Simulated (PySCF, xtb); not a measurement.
C₂H₄NO, SMILES O=C(N)[CH2], multiplicity 2.

Coordinates come from a PBE-D3(BJ)/def2-SVP optimisation. The isomer is the one that the SMILES or the coordinates give; other isomers of the formula were not compared. The values are those of a single conformer.

The numbers are results of IEF-PCM-ωB97X/def2-SVP in PySCF 2.14.0, not measurements.

The values are the electrostatic part of the solvation free energy, E(continuum) − E(gas) at the gas-phase geometry, in a cavity of scaled van der Waals radii (PySCF's table); cavitation and dispersion terms are not included. The dipole moment in vacuum is 3.90 D.

| solvent | ε | ΔG(elec) (kcal/mol) | dipole (D) |
|---|---|---|---|
| water | 78.36 | ? | ? |
| n-hexane | 1.88 | -3.3 | 4.30 |
| chloroform | 4.71 | -6.5 | 4.70 |

Question: Complete the blanks. (Estimate from the structure and the level; the computed values follow.)

Answer: 
- water, ΔG(elec) (kcal/mol): -9.2
- water, dipole (D): 5.05

For comparison, GFN2-xTB/ALPB(water) (xtb, at the GFN2-xTB geometry, all terms of that model) gives -8.9 kcal/mol.
